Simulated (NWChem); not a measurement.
System: AlH₂Br; SMILES [AlH2][Br]

NWChem input:

```
start job
memory heap 200 mb stack 900 mb global 1100 mb
geometry units angstroms noautosym nocenter noautoz
  Al     0.000000     0.000000    -1.574530
  H      0.000000     1.401299    -2.301753
  H      0.000000    -1.401299    -2.301753
  Br     0.000000     0.000000     0.699959
end
basis spherical
  * library pcsseg-1
end
dft
  xc pbe0
  iterations 150
end
property
  shielding 3 1 2 4
end
task dft property
```

Parts of the log:

```
             Northwest Computational Chemistry Package (NWChem) 7.3.0
             --------------------------------------------------------

                             Geometry "geometry" -> ""
                             -------------------------

 Output coordinates in angstroms (scale by  1.889725989 to convert to a.u.)

  No.       Tag          Charge          X              Y              Z
 ---- ---------------- ---------- -------------- -------------- --------------
    1 Al                  13.0000     0.00000000     0.00000000    -1.57453000
    2 H                    1.0000     0.00000000     1.40129900    -2.30175300
    3 H                    1.0000     0.00000000    -1.40129900    -2.30175300
    4 Br                  35.0000     0.00000000     0.00000000     0.69995900

 Effective nuclear repulsion energy (a.u.)     125.9448206128

                              NWChem Property Module
                              ----------------------

  itol2e modified to match energy
  convergence criterion.

                                 NWChem DFT Module
                                 -----------------

 Summary of "ao basis" -> "ao basis" (spherical)
 ------------------------------------------------------------------------------
       Tag                 Description            Shells   Functions and Types
 ---------------- ------------------------------  ------  ---------------------
 Al                         pcsseg-1                10       24   4s5p1d
 H                          pcsseg-1                 3        5   2s1p
 Br                         pcsseg-1                15       41   5s7p3d

  itol2e modified to match energy
  convergence criterion.

            General Information
            -------------------
          SCF calculation type: DFT
          Wavefunction type:  closed shell.
          No. of atoms     :     4
          No. of electrons :    50
           Alpha electrons :    25
            Beta electrons :    25
          Charge           :     0
          Spin multiplicity:     1
          Use of symmetry is: off; symmetry adaption is: off
          Maximum number of iterations: 150
          AO basis - number of functions:    75
                     number of shells:    31
          Convergence on energy requested:  1.00D-07
          Convergence on density requested:  1.00D-05
          Convergence on gradient requested:  5.00D-04

              XC Information
              --------------
                         PBE0 Method XC Functional
                     Hartree-Fock (Exact) Exchange  0.250
          PerdewBurkeErnzerhof Exchange Functional  0.750
            Perdew 1991 LDA Correlation Functional  1.000 local
           PerdewBurkeErnz. Correlation Functional  1.000 non-local

             Grid Information
             ----------------
          Grid used for XC integration:  fine
          Radial quadrature: Mura-Knowles
          Angular quadrature: Lebedev.
          Tag              B.-S. Rad. Rad. Pts. Rad. Cut. Ang. Pts.
          ---              ---------- --------- --------- ---------
          Al                  1.25      123           8.0       770
          H                   0.35       60          10.0       590
          Br                  1.15      140          10.0       974
          Grid pruning is: on
          Number of quadrature shells:   383
          Spatial weights used:  Erf1

      Superposition of Atomic Density Guess
      -------------------------------------

 Sum of atomic energies:       -2814.95465212

      Non-variational initial energy
      ------------------------------

 Total energy =   -2815.181150
 1-e energy   =   -4170.729721
 2-e energy   =    1229.603750
 HOMO         =      -0.351555
 LUMO         =      -0.010010

   convergence    iter        energy       DeltaE   RMS-Dens  Diis-err
 ---------------- ----- ----------------- --------- --------- ---------
 d= 0,ls=0.0,diis     1  -2817.1052302339 -2.94D+03  8.61D-03  1.40D+00
 d= 0,ls=0.0,diis     2  -2817.1173589335 -1.21D-02  7.29D-03  1.67D-01
 d= 0,ls=0.0,diis     3  -2817.1242493618 -6.89D-03  3.10D-03  1.15D-01
 d= 0,ls=0.0,diis     4  -2817.1350848821 -1.08D-02  2.31D-04  2.13D-04
 d= 0,ls=0.0,diis     5  -2817.1351126152 -2.77D-05  5.20D-05  2.91D-05
  Resetting Diis
 d= 0,ls=0.0,diis     6  -2817.1351162315 -3.62D-06  5.95D-06  1.68D-07
 d= 0,ls=0.0,diis     7  -2817.1351162547 -2.32D-08  1.76D-06  1.68D-08

         Total DFT energy =    -2817.135116254730
      One electron energy =    -4172.459349959275
           Coulomb energy =     1339.711374561700
    Exchange-Corr. energy =     -110.331961469957
 Nuclear repulsion energy =      125.944820612802

 Numeric. integr. density =       49.999999969856

                       DFT Final Molecular Orbital Analysis
                       ------------------------------------

 Vector   23  Occ=2.000000D+00  E=-3.481067D-01
              MO Center= -1.3D-10,  7.0D-08, -1.3D+00, r^2= 3.7D+00
   Bfn.  Coefficient  Atom+Function         Bfn.  Coefficient  Atom+Function
  ----- ------------  ---------------      ----- ------------  ---------------
    15      0.300351  1 Al py                59      0.283858  4 Br py
    56      0.268442  4 Br py                25      0.267040  2 H  s
    30     -0.267040  3 H  s                 26      0.166300  2 H  s
    31     -0.166300  3 H  s                 50     -0.101397  4 Br py
    18      0.080347  1 Al py                 9     -0.079571  1 Al py

 Vector   24  Occ=2.000000D+00  E=-3.234331D-01
              MO Center=  9.0D-10,  8.4D-11,  5.5D-01, r^2= 1.7D+00
   Bfn.  Coefficient  Atom+Function         Bfn.  Coefficient  Atom+Function
  ----- ------------  ---------------      ----- ------------  ---------------
    58      0.584342  4 Br px                55      0.508531  4 Br px
    49     -0.194229  4 Br px                52     -0.144396  4 Br px
    14      0.101764  1 Al px                17      0.061820  1 Al px
    43      0.059618  4 Br px                40      0.041597  4 Br px
    74      0.039344  4 Br d  1              23     -0.036527  1 Al d  1

[...]

          -----------------------------------------
          Chemical Shielding Tensors (GIAO, in ppm)
          -----------------------------------------

                                NWChem CPHF Module
                                ------------------

  scftype          =     RHF
  nclosed          =       25
  nopen            =        0
  variables        =     1250
  # of vectors     =        3
  tolerance        = 0.10D-03
  level shift      = 0.00D+00
  max iterations   =       50
  max subspace     =       30

 SCF residual:    1.2278900644059585E-004

Iterative solution of linear equations
  No. of variables     1250
  No. of equations        3
  Maximum subspace       30
        Iterations       50
       Convergence  1.0D-04

   iter   nsub   residual    time
   ----  ------  --------  ---------
     1      3    5.28D-01      21.7
     2      6    1.25D-02      25.5
     3      9    9.29D-04      29.0
     4     12    5.24D-05      33.0

      Atom:    1  Al
        Diamagnetic
    794.1422     -0.0000     -0.0000
     -0.0000    787.7180      0.0000
     -0.0000      0.0000    799.7755

        Paramagnetic
   -433.2079      0.0000     -0.0000
      0.0000   -454.0982     -0.0000
     -0.0000     -0.0000   -546.1130

        Total Shielding Tensor
    360.9343      0.0000     -0.0000
      0.0000    333.6198     -0.0000
     -0.0000     -0.0000    253.6626

           isotropic =     316.0722
          anisotropy =      67.2931

          Principal Components and Axis System
                 1           2           3
              360.9343    333.6198    253.6626

      1         1.0000     -0.0000      0.0000
      2         0.0000      1.0000      0.0000
      3        -0.0000     -0.0000      1.0000

      Atom:    2  H
        Diamagnetic
     23.1755     -0.0000     -0.0000
     -0.0000     31.1186     -5.6047
     -0.0000     -5.6047     28.5354

        Paramagnetic
     -0.2606     -0.0000      0.0000
     -0.0000     -3.2889      1.8112
      0.0000      1.8112     -1.3624

        Total Shielding Tensor
     22.9149     -0.0000      0.0000
     -0.0000     27.8297     -3.7935
      0.0000     -3.7935     27.1731

           isotropic =      25.9725
          anisotropy =       8.0047

          Principal Components and Axis System
                 1           2           3
               31.3090     23.6937     22.9149

      1        -0.0000     -0.0000      1.0000
      2         0.7370      0.6759      0.0000
      3        -0.6759      0.7370      0.0000

      Atom:    3  Br
        Diamagnetic
   3122.7818      0.0000     -0.0000
      0.0000   3122.0346      0.0000
     -0.0000      0.0000   3129.5053

        Paramagnetic
   -280.4373     -0.0000     -0.0000
     -0.0000  -1166.8211      0.0000
     -0.0000      0.0000   -455.5191

        Total Shielding Tensor
   2842.3445     -0.0000     -0.0000
     -0.0000   1955.2135      0.0000
     -0.0000      0.0000   2673.9862

           isotropic =    2490.5147
          anisotropy =     527.7446

          Principal Components and Axis System
                 1           2           3
             2842.3445   2673.9862   1955.2135

      1         1.0000      0.0000      0.0000
      2        -0.0000      0.0000      1.0000
      3        -0.0000      1.0000     -0.0000
```

Level: PBE0/pcSseg-1, GIAO. Coordinates come from a B3LYP/6-31G* (spherical d) optimisation. The output numbers the shielded atoms by their place in the input's list. The printed shielding anisotropy is the first printed principal value minus the mean of the other two.
